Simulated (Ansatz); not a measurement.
Species: C2H8Cl2OSi2, charge 0, multiplicity 1. 
Geometry from a B3LYP-D3(BJ)/def2-TZVP (Ansatz, a quantum-chemistry and plane-wave program) optimisation:
```
Si
O 1 1.6682
Si 2 1.6038 1 143.13
H 3 1.4627 2 110.75 1 -165.89
H 1 1.4807 2 105.57 3 -152.06
C 1 1.8622 5 110.64 2 116.99
H 6 1.0916 1 111.09 5 -57.85
H 6 1.0921 7 108.12 1 121.60
H 6 1.0926 7 107.97 8 116.74
C 1 1.8634 5 110.73 2 -118.09
H 10 1.0913 1 111.21 5 58.38
H 10 1.0924 11 107.99 1 -121.87
H 10 1.0926 11 108.08 12 -116.51
Cl 3 2.0538 4 108.82 2 121.66
Cl 3 2.0592 4 108.84 2 -121.06
```
Charge 0, spin multiplicity 1.

Property: atomisation energy (electronic, to ground-state atoms), in kcal/mol. Correlated levels leave the core frozen unless marked. Open shells are spin-unrestricted. No spin-orbit coupling. No relativistic terms. The coupled-cluster limit lacks core correlation, which all-electron functionals hold. CBS marks a two-point X^-3 extrapolation of the correlation energy; Hartree-Fock from the larger set.

| level | program | atomisation energy (kcal/mol) |
|---|---|---|
| HF/STO-3G | Ansatz | 1224.9 |

**Question.** What does CCSD(T)/CBS(cc-pV(T+d)Z,cc-pV(Q+d)Z) (Ansatz) give?

**Answer.** 1353.2 kcal/mol, so HF/STO-3G differs from it by -128.3 kcal/mol.
